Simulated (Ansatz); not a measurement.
C$_{2}$H$_{8}$AlNSi, SMILES `[CH3][Al]1[NH][SiH]1C`, relaxed with RKS PBE0-D4/def2-TZVP in Ansatz 0.2.0 from a PBE-D4/def2-SVP geometry. The force threshold is 0.005 eV/Å; the program also tests the step.

Charge 0, multiplicity 1.

Start:

```xyz
13

C    -2.124    0.156   -2.215
Al   -0.613   -0.092   -0.985
N     0.808    0.879   -0.457
Si    1.085   -0.601    0.534
C     1.095   -0.363    2.415
H    -2.118    1.176   -2.654
H    -3.092    0.007   -1.691
H    -2.084   -0.580   -3.045
H     1.370    1.735   -0.523
H     2.358   -1.358    0.198
H     2.007    0.184    2.736
H     1.100   -1.348    2.928
H     0.206    0.203    2.758
```

```
        step  energy (eV)  largest force (eV/Å)  largest move (Å)
           1  -18161.0759                 0.566             0.000
           2  -18161.1337                 0.334             0.029
           3  -18161.1437                 0.060             0.018
           4  -18161.1439                 0.029             0.005
           5  -18161.1440                 0.034             0.012
           6  -18161.1440                 0.009             0.003
           7  -18161.1440                 0.005             0.002
8 (rejected)  -18161.1440                 0.012             0.001
           9  -18161.1440                 0.001             0.001
```

End:

```xyz
13

C    -2.102    0.158   -2.196
Al   -0.611   -0.094   -0.970
N     0.796    0.858   -0.443
Si    1.070   -0.585    0.532
C     1.088   -0.357    2.393
H    -2.091    1.161   -2.629
H    -3.058    0.015   -1.685
H    -2.059   -0.568   -3.013
H     1.345    1.702   -0.522
H     2.321   -1.338    0.196
H     1.983    0.190    2.703
H     1.107   -1.330    2.893
H     0.210    0.190    2.740
```

Hardware: 4 threads of an Arm Neoverse V1 on a shared host. Wall time 36 s, peak host memory 0.59 GiB.
